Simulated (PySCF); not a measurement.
# C⁺ (carbon, charge +1) across methods

[He] 2s2 2p1, 2P determinant. All numbers are calculated (PySCF 2.14, the non-relativistic Hamiltonian (point nucleus), in aug-cc-pVTZ with one added diffuse shell each of s, p, d, f type (6s5p4d3f, 62 functions)).

```json
{"method": "BLYP", "E (hartree)": "-37.4273", "mean ε 2s α (eV)": "-26.003", "mean ε 2s β (eV)": "-24.584", "mean ε 2p α (eV)": "-17.950", "Σ⟨r²⟩ (bohr²)": "8.093", "⟨S²⟩": "0.752"}
{"method": "LDA", "E (hartree)": "-37.0381", "mean ε 2s α (eV)": "-26.111", "mean ε 2s β (eV)": "-24.596", "mean ε 2p α (eV)": "-17.796", "Σ⟨r²⟩ (bohr²)": "8.158", "⟨S²⟩": "0.751"}
{"method": "UHF", "E (hartree)": "-37.29501", "mean ε 2s α (eV)": "-33.310", "mean ε 2s β (eV)": "-29.598", "mean ε 2p α (eV)": "-24.858", "Σ⟨r²⟩ (bohr²)": "8.074", "⟨S²⟩": "0.757"}
{"method": "r2SCAN", "E (hartree)": "-37.4035", "mean ε 2s α (eV)": "-26.650", "mean ε 2s β (eV)": "-24.898", "mean ε 2p α (eV)": "-18.629", "Σ⟨r²⟩ (bohr²)": "8.056", "⟨S²⟩": "0.755"}
{"method": "B3LYP", "E (hartree)": "-37.4350", "mean ε 2s α (eV)": "-27.736", "mean ε 2s β (eV)": "-25.974", "mean ε 2p α (eV)": "-19.555", "Σ⟨r²⟩ (bohr²)": "8.067", "⟨S²⟩": "0.752"}
{"method": "TPSSh", "E (hartree)": "-37.4403", "mean ε 2s α (eV)": "-27.347", "mean ε 2s β (eV)": "-25.462", "mean ε 2p α (eV)": "-19.115", "Σ⟨r²⟩ (bohr²)": "8.025", "⟨S²⟩": "0.753"}
{"method": "PBE0", "E (hartree)": "-37.3818", "mean ε 2s α (eV)": "-28.146", "mean ε 2s β (eV)": "-26.241", "mean ε 2p α (eV)": "-19.784", "Σ⟨r²⟩ (bohr²)": "8.061", "⟨S²⟩": "0.753"}
{"method": "wB97M-V", "E (hartree)": "-37.4309", "mean ε 2s α (eV)": "-30.523", "mean ε 2s β (eV)": "-28.848", "mean ε 2p α (eV)": "-21.855", "Σ⟨r²⟩ (bohr²)": "8.137", "⟨S²⟩": "0.751"}
{"method": "PBE", "E (hartree)": "-37.3716", "mean ε 2s α (eV)": "-26.170", "mean ε 2s β (eV)": "-24.707", "mean ε 2p α (eV)": "-17.945", "Σ⟨r²⟩ (bohr²)": "8.093", "⟨S²⟩": "0.752"}
```
